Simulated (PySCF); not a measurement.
Method: B3LYP-D3(BJ)/def2-TZVP in PySCF 2.14.0. All species are isolated molecules in the gas phase. One relaxed conformer stands for a flexible species; it need not be the lowest. B3LYP has the VWN-RPA correlation part, as in Gaussian. Delta-SCF ions had no search for a lower state. Excitations are Tamm–Dancoff values on a coarser integration grid. The basis has no diffuse functions, so Rydberg states are missing or too high.

Reference species (SMILES): `CBBO` (C–B–B–O torsion -95°, B–B–O–H torsion 0°) (neutral, multiplicity 1).

T1 excitation (TDA): 3.68 eV
vertical ionisation energy (Delta-SCF): 9.81 eV

Changed species: `BCBO`.

Question: What does the change do to the T1 excitation (TDA) and vertical ionisation energy (Delta-SCF)?

Answer: the T1 excitation (TDA) increases by 1.33 eV, to 5.01 eV; the vertical ionisation energy (Delta-SCF) rises by 1.10 eV, to 10.91 eV.
